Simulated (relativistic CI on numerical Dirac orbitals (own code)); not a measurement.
Calculated at this level of theory: Dirac equation for one electron, model QED (radiative potential, 1s self-energy scaled to tabulated hydrogen-like ionisation energies) (own radial code, finite nucleus).

CI space: 1s, 2s, 2p, 3s, 3p, 3d, 4s, 4p, 4d, 4f, 5s, 5p, 5d, 5f, 5g, 6s, 6p, 6d. Levels of other configurations are missing.

Outline of the computed level scheme of Gd LXIV. Lowest level of each configuration: 1s ²S1/2 at 0.0 eV; 2p ²P°1/2 at 44058.1 eV; 2s ²S1/2 at 44071.7 eV; 3p ²P°1/2 at 52495.7 eV; 3s ²S1/2 at 52499.7 eV; 3d ²D3/2 at 52757.5 eV; 4p ²P°1/2 at 55411.6 eV; 4s ²S1/2 at 55413.2 eV; 4d ²D3/2 at 55521.5 eV.

Some strong electric-dipole decays among the lowest 14 levels: 2p ²P°1/2 → 1s ²S1/2 (1.1e+16 s⁻¹); 2p ²P°3/2 → 1s ²S1/2 (9.9e+15 s⁻¹); 3p ²P°3/2 → 1s ²S1/2 (2.7e+15 s⁻¹); 3p ²P°1/2 → 1s ²S1/2 (2.7e+15 s⁻¹); 4p ²P°3/2 → 1s ²S1/2 (1.1e+15 s⁻¹); 3d ²D5/2 → 2p ²P°3/2 (1.1e+15 s⁻¹); 4p ²P°1/2 → 1s ²S1/2 (1.1e+15 s⁻¹); 3d ²D3/2 → 2p ²P°1/2 (9.9e+14 s⁻¹).
